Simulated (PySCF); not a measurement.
Atoms are numbered as in `[CH2:1]=[C:2]1[SiH2:3][C@H:4]1[c:5]1[cH:6][cH:7][cH:8][cH:9][cH:10]1`. Each H is labelled by its parent atom. Ha(Si3) is cis to C5 on the ring; Ha(C1) is cis to Si3; Hb(Si3) is trans to C5 on the ring; Hb(C1) is trans to Si3.

Relativity neglected, a single conformation, isolated molecule, averaged over atoms made equivalent by symmetry, fast rotation or ring inversion. Structure optimised with GFN2-xTB; PBE0/pcSseg-1 with gauge-including orbitals; PySCF.

δ = σ(ref) − σ, references computed at the same level: $^{13}$C (σ = 186.93 ppm), $^{1}$H (σ = 31.72 ppm), $^{29}$Si (σ = 349.16 ppm) against TMS.

| atoms | nucleus | count | Hirshfeld charge | δ (ppm) |
| --- | --- | --- | --- | --- |
| C4 | $^{13}$C | 1 | -0.11 | 25.9 |
| Hb(Si3) | $^{1}$H | 1 | -0.06 | 3.59 |
| H(C4) | $^{1}$H | 1 | 0.05 | ? |
| C7/C9 | $^{13}$C | 2 | -0.05 | 134.0 |
| C2 | $^{13}$C | 1 | -0.09 | 152.1 |
| H(C8) | $^{1}$H | 1 | 0.05 | ? |
| Ha(Si3) | $^{1}$H | 1 | -0.06 | 3.02 |
| C8 | $^{13}$C | 1 | -0.06 | ? |
| C5 | $^{13}$C | 1 | 0.00 | 150.6 |
| Ha(C1) | $^{1}$H | 1 | 0.05 | ? |
| C6/C10 | $^{13}$C | 2 | -0.06 | 130.7 |
| H(C7)/H(C9) | $^{1}$H | 2 | 0.05 | 7.49 |
| Hb(C1) | $^{1}$H | 1 | 0.05 | 6.99 |
| C1 | $^{13}$C | 1 | -0.08 | 138.0 |
| H(C6)/H(C10) | $^{1}$H | 2 | 0.04 | 7.33 |
| Si3 | $^{29}$Si | 1 | 0.31 | ? |

**Question.** Estimate the values marked ?.

**Answer.** 
- C8: 129.2 ppm, aromatic CH; the aromatic region
- H(C8): 7.29 ppm, hydrogen on an aromatic CH; aromatic region
- Ha(C1): 6.95 ppm, hydrogen on a terminal =CH2 carbon; attached to an sp2 carbon and in the plane of the double bond
- H(C4): 2.79 ppm, hydrogen on a three-membered-ring carbon
- Si3: -132.3 ppm, silicon bonded to 2 C, 2 H, in a 3-membered ring

Shifts are as computed. Against solution values, carbons near 30 ppm lie about +3 ppm off and those near 130 ppm about +5 ppm. Of 1211 compounds with measured shifts, 218 miss one by over three times the rms of a fit or turn the order of signals round; such compounds aren't used in these exercises.
